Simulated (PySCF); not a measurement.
# Optical rotation: `C[C@@H](O)C[C@@H](F)Cl`, C₄H₈ClFO

Geometry (Å), atoms numbered from 1 in this order:
```xyz
15

C    -1.8488   -0.1524   -0.4671
C    -0.5465    0.2452    0.2244
O    -0.4883   -0.2525    1.5475
C     0.6647   -0.3294   -0.5141
C     1.9606    0.1103    0.1401
F     3.0153   -0.5655   -0.3923
Cl    2.2556    1.8512   -0.1160
H    -1.9485   -1.2351   -0.4801
H    -2.7004    0.2687    0.0638
H    -1.8632    0.2172   -1.4879
H    -0.4643    1.3441    0.2408
H    -1.2822    0.0211    2.0194
H     0.6283   -1.4197   -0.4599
H     0.6542   -0.0224   -1.5600
H     1.9592   -0.0728    1.2195
```

Method used: TDDFT PBE0/def2-SVPD circular dichroism and optical rotation, one conformer, gas phase in PySCF. Geometry: GFN2-xTB.

The molecule is flexible and this is one conformer; a measurement averages over conformers. States above about 8.3 eV lie in this functional's continuum (it starts at minus the energy of the highest occupied orbital, well below the true ionisation energy for most functionals) and depend on the basis.

Stereocentres: C2 R, C5 S.

Task: What is the specific rotation at 633, 589.3, 546, 436, 405, 365, 355 nm?

Result: [α] in deg dm⁻¹ (g/mL)⁻¹:
| λ (nm) | origin-invariant length gauge | modified velocity gauge | length gauge (centre of mass) | isotropic polarisability (au) |
| --- | --- | --- | --- | --- |
| 633 | -65.8 | -76.2 | -66.7 | 70.8 |
| 589.3 | -76.5 | -88.7 | -77.5 | 71.0 |
| 546 | -90.0 | -104.4 | -91.2 | 71.2 |
| 436 | -146.6 | -170.8 | -148.5 | 72.3 |
| 405 | -172.7 | -201.8 | -175.1 | 72.7 |
| 365 | -218.8 | -256.5 | -221.8 | 73.6 |
| 355 | -233.3 | -273.9 | -236.5 | 73.8 |

Task: And for the mirror image at 589.3 nm?

Result: +76.5 deg dm⁻¹ (g/mL)⁻¹ (origin-invariant length gauge): the same size and the opposite sign.

Task: What is the molar rotation [Φ] = [α]·M/100 of the geometry above at 589.3 nm?

Result: With M = 126.56 g/mol, -96.8 deg cm² dmol⁻¹ (origin-invariant length gauge).

The first excitation lies at 7.14 eV (174 nm) with R = -5.7 × 10⁻⁴⁰ esu² cm² (velocity form).
